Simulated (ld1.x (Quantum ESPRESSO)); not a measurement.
# Which change was made? (Al, TM)

- Element: Al (Z = 13)
- Generator: ld1.x (Quantum ESPRESSO) 7.5
- Type: norm-conserving Troullier–Martins (Kleinman–Bylander form)
- Functional: Wu–Cohen
- Relativity: scalar-relativistic
- Frozen core: [Ne]
- Valence charge: 3
- Reference configuration: 3s2 3p0 (charge +1)
- Partial waves: 3p (bound, empty): rc 1.80 bohr; 3s (bound): rc 1.85 bohr
- Local potential: the s channel
- Core correction: Bessel-smoothed model core inside 0.90 bohr

Cutoffs, loose and tight: the cutoffs (Ry, on a coarse ladder) from which the occupation-weighted sum of valence levels, in a spherical-Bessel basis at the reference potential, stays within 10 and 1 mRy of its value at 400 Ry. They do not see the model core or the augmentation charge, which bear on the density cutoff. Test errors are all-electron minus pseudo excitation energies from the reference, over the configurations 3s2 3p1; 3s1 3p0; 3s2 3p0.5; 3s1 3p2; 3s1 3p1; 3s0 3p3; 3s2 3p1.3; variants that change the core or the reference have their own tests.

The base gives: outcome: generated; cutoff, loose: 10 Ry; cutoff, tight: 30 Ry; bound ghosts: none; largest test error (meV): -6.5.

(1) After one change the result is: outcome: generated; cutoff, loose: 10 Ry; cutoff, tight: 30 Ry; bound ghosts: none; largest test error (meV): +7.3. Which change was it?
A. core correction Bessel-smoothed model core inside 1.92 bohr
B. core correction none
C. core correction Bessel-smoothed model core inside 2.18 bohr

Answers

(1) B. The others give: core correction Bessel-smoothed model core inside 2.18 bohr → outcome: generated; cutoff, loose: 10 Ry; cutoff, tight: 30 Ry; bound ghosts: none; largest test error (meV): -24 | core correction Bessel-smoothed model core inside 1.92 bohr → outcome: generated; cutoff, loose: 10 Ry; cutoff, tight: 30 Ry; bound ghosts: none; largest test error (meV): -19.
